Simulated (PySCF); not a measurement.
HFGeS, SMILES `[F][Ge][SH]` (lower singlet; F–Ge–S–H torsion 0°), neutral singlet in the gas phase. This singlet lies 2.53 eV below the relaxed triplet at the level frozen-core CCSD(T)/cc-pVTZ // B3LYP-D3(BJ)/def2-TZVP (Ansatz).

Cartesian coordinates (Å):
SMILES: [SH][Ge][F]
```xyz
4

F      1.4273    -0.8162    -0.0558
Ge     0.9925     0.9057    -0.0268
S     -1.2542     0.6265     0.0484
H     -1.1656    -0.7160     0.0343
```
Charge 0, spin multiplicity 1.

All levels are single points at this geometry (B3LYP-D3(BJ)/def2-TZVP); Pople sets use spherical d functions. Orbital energies aren't observables, and empty levels follow the basis.

```json
[
 {"level": "B3LYP-D3(BJ)/def2-TZVP in PySCF", "HOMO (eV)": "-7.52", "LUMO (eV)": "-2.74", "gap (eV)": "4.79", "dipole (D)": "1.22", "vertical IE, Delta-SCF (eV)": "–"},
 {"level": "PBE-D3(BJ)/def2-TZVP in PySCF", "HOMO (eV)": "-6.60", "LUMO (eV)": "-3.24", "gap (eV)": "3.36", "dipole (D)": "1.00", "vertical IE, Delta-SCF (eV)": "–"},
 {"level": "B3LYP/6-311+G** (LANL2DZ on Ge) in PySCF", "HOMO (eV)": "-7.68", "LUMO (eV)": "-2.97", "gap (eV)": "4.71", "dipole (D)": "1.38", "vertical IE, Delta-SCF (eV)": "–"},
 {"level": "B3LYP/6-31G* in PySCF", "HOMO (eV)": "-7.43", "LUMO (eV)": "-2.63", "gap (eV)": "4.80", "dipole (D)": "0.86", "vertical IE, Delta-SCF (eV)": "9.97"},
 {"level": "B3LYP/LANL2DZ in PySCF", "HOMO (eV)": "-7.65", "LUMO (eV)": "-2.95", "gap (eV)": "4.70", "dipole (D)": "1.30", "vertical IE, Delta-SCF (eV)": "–"},
 {"level": "PBE/6-31G* in PySCF", "HOMO (eV)": "-6.51", "LUMO (eV)": "-3.13", "gap (eV)": "3.38", "dipole (D)": "0.60", "vertical IE, Delta-SCF (eV)": "9.77"}
]
```
